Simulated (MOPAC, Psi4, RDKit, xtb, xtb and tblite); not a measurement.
Two geometries of SMILES C([Si](F)(F)F)CB, singlet, relaxed at GFN2-xTB with one dihedral held; other torsions can differ between them too.

Structure A

```
13

B      1.6499    -0.1722     0.8811
C      1.0635     0.0358    -0.5573
C     -0.3602    -0.5066    -0.8040
Si    -0.9704    -0.2091    -2.5519
F     -2.4367    -0.7336    -2.8684
F     -0.0673    -0.8803    -3.6746
F     -1.0086     1.3239    -2.9702
H      1.0345    -0.7075     1.7177
H      2.7259     0.2206     1.1107
H      1.0855     1.1047    -0.7932
H      1.7486    -0.4118    -1.2845
H     -1.0402    -0.0434    -0.0862
H     -0.3706    -1.5755    -0.5810
```

Structure B

```
13

B     -1.6672    -0.1511     0.8923
C     -1.0750     0.0354    -0.5440
C      0.3645    -0.4855    -0.7963
Si     0.4634    -1.7956    -2.1314
F      1.9088    -2.4043    -2.3859
F     -0.4569    -3.0628    -1.8621
F     -0.0095    -1.3008    -3.5664
H     -1.0769    -0.7078     1.7331
H     -2.7284     0.2823     1.1191
H     -1.1270     1.0900    -0.8266
H     -1.7797    -0.4449    -1.2316
H      1.0126     0.3531    -1.0581
H      0.7704    -0.8872     0.1339
```

Task: Which is lower in energy at the level DF-MP2 (frozen core)/cc-pVTZ // GFN2-xTB in Psi4, and by how much?

Result: A is lower, by 8.77 kJ/mol (dihedral B1–C2–C3–Si4: 180° in A, 120° in B).

E(B) − E(A) in kJ/mol at the other levels, on the same two geometries: GFN2-xTB (xtb and tblite) 8.78; B3LYP/def2-TZVP // GFN2-xTB (Psi4) 7.68; B3LYP-D3(BJ)/def2-TZVP // GFN2-xTB (Psi4) 7.56; PBE/def2-TZVP // GFN2-xTB (Psi4) 7.01; PBE-D3(BJ)/def2-TZVP // GFN2-xTB (Psi4) 6.93; HF/cc-pVTZ // GFN2-xTB (Psi4) 9.99; UFF // GFN2-xTB (RDKit) 19.70; PM3, restricted, heats of formation // GFN2-xTB (MOPAC) 5.17; AM1, restricted, heats of formation // GFN2-xTB (MOPAC) 2.32; GFN1-xTB // GFN2-xTB (xtb) 5.66.
